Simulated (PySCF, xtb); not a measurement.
AlH2IO, SMILES [OH][AlH][I]. The values are those of a single conformer.

Harmonic wavenumbers (cm⁻¹) from GFN2-xTB (xtb) at its own minimum, in rising order: 140, 401, 438, 471, 512, 631, 917, 1968, 3754.

Question: What does PySCF 2.14.0 with B3LYP-D3(BJ)/def2-TZVP give at its own minimum? (An estimate is asked for; the answer gives what the named calculation found.)

Answer: 162, 336, 372, 479, 600, 679, 867, 2009, 3898. Paired by order, the mean absolute difference is 59 cm⁻¹ and the zero-point energies are 13.2 and 13.4 kcal/mol.
